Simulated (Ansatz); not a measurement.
Consider the formal exchange of groups at the Si–Ge bond: `CO[SiH](O)[GeH2][OH]` + SiH₄ → `CO[SiH](O)[SiH3]` + `[OH][GeH3]`.

Gas-phase electronic energies from Ansatz, PBE0-D4/def2-TZVP geometries. CCSD(T)/CBS adds triple-zeta CCSD(T) − MP2 to the extrapolated MP2 energy (def2 sets, frozen cores). This one scheme is used for every species. Functionals use def2-TZVPP. B3LYP here is the variant with VWN-RPA as its local correlation; programs differ in this. For Ge outer-core shells are correlated without core-valence functions, which leaves a few kJ/mol of doubt a bond. Scalar relativity is left out up to krypton. One conformer a species, not always the lowest.

(1) Is it downhill or uphill in electronic energy at CCSD(T)/CBS, and by how much? (Best estimate.)

(2) What do these levels give: PBE-D4, B3LYP-D4, B2PLYP, PBE, SCS-MP2/def2-QZVPP, HF/CBS(def2)? (Estimate.)

Largest T1 diagnostic among the species: 0.012.

Answers

(1) The calculation gave: Uphill: ΔE = +0.23 eV.

(2) Computed: PBE-D4 0.20, B3LYP-D4 0.24, B2PLYP 0.23, PBE 0.18, SCS-MP2/def2-QZVPP 0.23, HF/CBS(def2) 0.14 eV.

In def2-TZVPP, CCSD(T) changes the Hartree–Fock value by +0.06 eV (the triples alone add +0.01 eV) and MP2 by +0.09 eV. The D4 term adds +0.03 eV with B3LYP and +0.02 eV with PBE0; it sums over pairs of atoms, weighted by their polarisabilities, and B3LYP, whose exchange is more repulsive, gets the larger term.
